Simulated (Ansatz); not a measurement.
Spectroscopic constants of SiCu, multiplicity 2 (lowest of 2S+1 = 2, 4 at CCSD(T)/def2-TZVPP on PBE0 minima; our sources give no spin for the ground state, which may be another). No spin–orbit coupling. Cu is treated without relativity. The T1 diagnostic near the minimum is 0.084, so single-reference values are doubtful.

Seven points along R, fitted to fifth degree in 1/R; most abundant isotopes. In def2 and cc sets the state is the lowest found near the PBE0 minimum, followed along R.

Run with Ansatz (a program for electronic structure) with Gaussian orbitals. Each number belongs to the level named beside it.

Energies at BHLYP/def2-TZVPP:

```csv
R (Å),E (hartree)
2.083047,-1929.86392204
2.139043,-1929.86744258
2.190559,-1929.86949055
2.248795,-1929.87068360
2.307031,-1929.87090872
2.374226,-1929.87021180
2.452620,-1929.86839905
```

Problem. With a reduced mass of 19.3669 u, find the minimum, the force constant and the constants.

Solution. A fifth-degree polynomial in 1/R puts the minimum at r_e = 2.2929 Å with force constant 105 N/m. Then ω_e = (1/2πc)√(k/μ) = 303 cm⁻¹ and B_e = h/(8π²cμr_e²) = 0.1656 cm⁻¹; the cubic and quartic terms give α_e = 0.0010 and ω_e x_e = 1.2 cm⁻¹.
